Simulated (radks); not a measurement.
The numbers below are computed, except where a source is named.
Q: Zn III, 28 electrons, occupied as [Ar] 3d9.5 4s0.5 (fractional occupations, a model configuration). Code: a radial shooting solver on a logarithmic mesh with Libxc functionals. Model: Dirac Kohn-Sham, BLYP, spin-unpolarised, spherical densities, point nucleus; open shells fill j = l - 1/2 first. Some entries of the table are withheld. Estimate them.

| orbital | occ. | eigenvalue (eV) | <r^2> (bohr^2) | <1/r> (bohr^-1) |
|---|---|---|---|---|
| 1s1/2 | 2 | (1) | 0.003404 | 30.23 |
| 2s1/2 | 2 | -1183.083 | 0.06032 | 6.620 |
| 2p1/2 | 2 | -1045.107 | 0.04716 | 6.579 |
| 2p3/2 | 4 | -1021.212 | 0.04869 | 6.422 |
| 3s1/2 | 2 | -153.7328 | (2) | 2.100 |
| 3p1/2 | 2 | -110.0179 | 0.5842 | 1.969 |
| 3p3/2 | 4 | -106.9264 | 0.6020 | 1.931 |
| 3d3/2 | 4 | (3) | 0.9502 | 1.565 |
| 3d5/2 | 5.5 | (4) | 0.9641 | 1.555 |
| 4s1/2 | 0.5 | -24.4220 | 5.400 | 0.5985 |

A: 
(1) 1s1/2 eigenvalue (eV): -9550.927
(2) 3s1/2 <r^2> (bohr^2): 0.5339
(3) 3d3/2 eigenvalue (eV): -34.4752
(4) 3d5/2 eigenvalue (eV): -34.0980
